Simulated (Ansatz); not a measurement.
System: NbCl, charge 0, multiplicity 5. The spin state was set by rule; other spins were not relaxed. 
Geometry from a B3LYP-D3(BJ)/def2-TZVP (Ansatz, an electronic-structure program) optimisation:
```
Nb
Cl 1 2.3081
```
Charge 0, spin multiplicity 5.

Property: vertical electron affinity (to the sextet state of charge -1; a negative value means that the extra electron is unbound and the number depends on the basis; each state is the SCF solution reached for its spin), in eV. Cores are frozen in the correlated levels unless marked. Open shells are spin-unrestricted. Spin-orbit coupling is left out. The frozen core is the preceding noble-gas configuration, with the filled d and f shells of earlier blocks. In def2 rows, elements after Kr have scalar-relativistic effective core potentials. Anions need diffuse functions: def2-D sets add few. CBS marks a two-point X^-3 extrapolation of the correlation energy; Hartree-Fock from the larger set.

```tsv
level	program	vertical electron affinity (eV)
SVWN5/def2-TZVPD	Ansatz	1.14
PBE/def2-TZVPD	Ansatz	0.98
B3LYP/def2-TZVPD	Ansatz	0.86
PBE0/def2-TZVPD	Ansatz	0.93
BHLYP/def2-TZVPD	Ansatz	0.64
CAM-B3LYP/def2-TZVPD	Ansatz	0.81
wB97M-V/def2-TZVPD	Ansatz	0.83
wB97X/def2-TZVPD	Ansatz	0.63
CCSD/def2-SVPD	Ansatz	0.74
CCSD/def2-TZVPPD	Ansatz	0.77
CCSD/CBS(def2-TZVPPD,def2-QZVPPD)	Ansatz	0.92
CCSD(T)/def2-SVPD	Ansatz	0.74
CCSD(T)/def2-QZVPPD	Ansatz	0.91
CCSD(T)/CBS(def2-TZVPPD,def2-QZVPPD)	Ansatz	0.97
```
